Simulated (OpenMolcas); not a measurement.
**CH4ClGe (SMILES [CH3][GeH][Cl]): methods side by side**

The species is CH4ClGe (7 atoms), meant as a doublet with charge 0. SMILES: `[CH3][GeH][Cl]`. Geometry: relaxed at PBE0-D4/def2-TZVP.

Quantity: the dipole moment, in D. The values are calculated.

| level | kind | program | value (D) | CPU time |
| --- | --- | --- | --- | --- |
| UHF/def2-SVP | Hartree–Fock | OpenMolcas | 2.60 | 7.8 s |
| USVWN5/def2-SVP | LDA | OpenMolcas | 2.13 | 23 s |
| U-revPBE/def2-SVP | GGA | OpenMolcas | 2.18 | 33 s |
| UPBE/def2-SVP | GGA | OpenMolcas | 2.15 | 32 s |
| U-r2SCAN/def2-SVP | meta-GGA | OpenMolcas | 2.34 | 49 s |
| UM06-L/def2-SVP | meta-GGA | OpenMolcas | 2.40 | 45 s |
| UTPSS/def2-SVP | meta-GGA | OpenMolcas | 2.26 | 43 s |
| UB3LYP/def2-SVP | global hybrid | OpenMolcas | 2.22 | 41 s |

All-electron rows without a relativistic Hamiltonian named are non-relativistic. The values span 2.13 to 2.60 D. Magnitudes only. CPU times are rough (shared hosts, several kinds of processor): they show what a rung costs within a factor of a few.
